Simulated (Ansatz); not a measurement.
Geometry optimisation, RKS r2SCANh/def2-SVP in Ansatz 0.2.0.

input.yaml

```yaml
crystal:
  periodic: [false, false, false]
  atoms:
    - { symbol: Ge, position_ang: [-0.139061, 0.024259, -0.972225] }
    - { symbol: C, position_ang: [1.4476, 0.00904, 1.761953] }
    - { symbol: H, position_ang: [0.375575, -0.211545, 1.682348] }
    - { symbol: H, position_ang: [1.893066, -0.688943, 2.479517] }
    - { symbol: H, position_ang: [1.576756, 1.041416, 2.107242] }
    - { symbol: H, position_ang: [1.964358, -0.110317, 0.792653] }
    - { symbol: F, position_ang: [-1.077171, 1.258102, -0.133306] }
    - { symbol: H, position_ang: [-0.889923, -1.215912, -0.280182] }
basis:
  gaussian: { orbitals: def2-SVP }
hamiltonian:
  xc: r2scanh
relax:
  f_tol: 0.03
  max_steps: 50
```

Command:

```bash
$ ansatz run input.yaml --threads 2 --pin off --max-ram 3072MiB --backend cpu --events-out ev --progress --plain --runs-dir out
```

Q: Where does it end, and by what steps?

A: The forces met the threshold. The force dipped under the threshold on the way, but the program's further checks kept it going. After 14 steps the energy has fallen by 0.033 eV; H3 moved furthest, 0.66 Å.

```
step  energy less start (eV)  largest force component (eV/Å)  accepted
   0                  0.0000                           0.131       yes
   1                 -0.0013                           0.260       yes
   2                 -0.0069                           0.187       yes
   3                  0.0174                           0.802        no
   4                 -0.0113                           0.042       yes
   5                 -0.0135                           0.079       yes
   6                 -0.0129                           0.365        no
   7                 -0.0160                           0.029       yes
   8                 -0.0188                           0.080       yes
   9                 -0.0214                           0.239       yes
  10                 -0.0246                           0.283       yes
  11                 -0.0301                           0.159       yes
  12                 -0.0318                           0.042       yes
  13                 -0.0322                           0.040       yes
  14                 -0.0325                           0.017       yes
```

```xyz
8
Properties=species:S:1:pos:R:3
Ge -0.137 0.173 -0.901
C 1.423 0.068 1.735
H 0.395 0.445 1.661
H 1.436 -0.806 2.395
H 2.069 0.859 2.132
H 1.819 -0.234 0.752
F -1.405 0.921 0.068
H -0.449 -1.321 -0.404
```

Run time: 47 s on 2 threads of Arm Neoverse V1, on a shared host, peak memory 0.18 GiB.
